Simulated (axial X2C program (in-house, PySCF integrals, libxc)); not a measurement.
Worked dissociation energy of SbS⁺: HF, scalar-relativistic

Calculated with an in-house relativistic program for diatomic molecules. Spin-free means the one-electron spin-free X2C Hamiltonian. Basis: Sb dyall-cv3z [11s12p8d4f1g], S dyall-av3z [9s8p3d2f] (cores contracted in-house); Gaussian nuclei, density fitting, unrestricted open shells. Masses: Sb 120.904 u, S 31.972 u.

Molecular state: M_S = 0, Λ = 0 (closed shell).

```
E(Sb+) (2M_S = 2, M_L = 0) : -6477.726330 hartree
E(S) (2M_S = 2, M_L = 0)   : -398.597542 hartree
E(SbS⁺) at Re              : -6876.400409 hartree
ωe                         : 636.4 cm⁻¹
ωexe                       : 1.19 cm⁻¹
```

(1) Work out De and D0.

Occupations by symmetry block were frozen at the best pattern of an incomplete PBE0 search. The closed shell is kept restricted, so the energy runs too high when the bond is stretched far. Dissociation energies refer to the lowest single-determinant-based atoms at the same level and basis. Spin-free De lacks the spin–orbit lowering of the heavy p-block atom, a tenth of an eV or more for 4p and 5p, up to an eV for 6p and one to two eV for 7p atoms, less what an open-shell molecule gains itself.

Hartree–Fock lacks correlation and underbinds, often by eV.

Each atomic determinant is the lowest at this level and need not be a pure term. Totals compare only within one Hamiltonian and basis.

## Answers

(1) De = -6477.726330 + (-398.597542) − (-6876.400409) = 0.07654 hartree = 2.083 eV. The zero-point energy is ωe/2 − ωexe/4 = 318 cm⁻¹ = 0.039 eV, so D0 = 2.043 eV.
